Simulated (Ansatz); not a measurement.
Species: ZnO, net charge 0, singlet state. 
Structure (B3LYP-D3(BJ)/def2-TZVP (Ansatz, a program for electronic structure) minimum search):
```xyz
2

Zn     0.0000     0.0000    -0.3607
O      0.0000     0.0000     1.3525
```

Total electronic energies in hartree. Correlated levels leave the core frozen unless marked. No spin-orbit coupling. The frozen core is the preceding noble-gas configuration, with the filled d and f shells of earlier blocks. No relativistic terms. Basis-set limits of correlation are two-point, X^-3; Hartree-Fock from the larger set. The program attaches cautions to a run behind MP2/6-31G: other roots.

The Hartree-Fock reference is unstable (checked in the largest basis), which strains HF and MP2. The T1 diagnostic of CCSD in the largest basis is 0.032, which is high, so the coupled-cluster rows are less sure than usual.

| level | program | energy (Eh) |
|---|---|---|
| HF/def2-TZVPP | Ansatz | -1852.55160 |
| HF/def2-QZVPP | Ansatz | -1852.59893 |
| SVWN5/def2-TZVPD | Ansatz | -1851.13783 |
| r2SCAN/def2-TZVPD | Ansatz | -1854.49068 |
| B97M-V/def2-TZVPD | Ansatz | -1854.16370 |
| PBE0-D3(BJ)/def2-TZVP | Ansatz + dftd3 | -1854.20576 |
| r2SCANh-D4/def2-TZVPD | Ansatz + dftd4 | -1854.46423 |
| HSE06-D4/def2-TZVPD | Ansatz + dftd4 | -1854.20333 |
| CAM-B3LYP/def2-TZVPD | Ansatz | -1854.62387 |
| LC-wPBE-D4/def2-TZVPD | Ansatz + dftd4 | -1854.24674 |
| wB97X-V/def2-TZVPD | Ansatz | -1854.33308 |
| B2PLYP-D4/def2-TZVPD | Ansatz + dftd4 | -1854.20422 |
| PBE-QIDH/def2-TZVPD | Ansatz | -1853.92130 |
| MP2/6-31G | Ansatz | -1852.57511 |
| MP2/def2-SVP | Ansatz | -1852.71115 |
| MP2/def2-QZVPPD | Ansatz | -1853.43139 |
| MP2/CBS(def2-TZVPP,def2-QZVPP) | Ansatz | -1853.4706 |
| SCS-MP2/def2-SVPD | Ansatz | -1852.71964 |
| CCSD/def2-SVP | Ansatz | -1852.68932 |
| CCSD/def2-QZVPPD | Ansatz | -1853.35891 |
| CCSD/CBS(def2-TZVPPD,def2-QZVPPD) | Ansatz | -1853.3915 |
| CCSDT/def2-SVP | Ansatz | -1852.71010 |
| CCSD(T)/CBS(def2-TZVPPD,def2-QZVPPD) | Ansatz | -1853.4340 |

Totals of different functionals don't rank their quality; only differences between species are comparable.
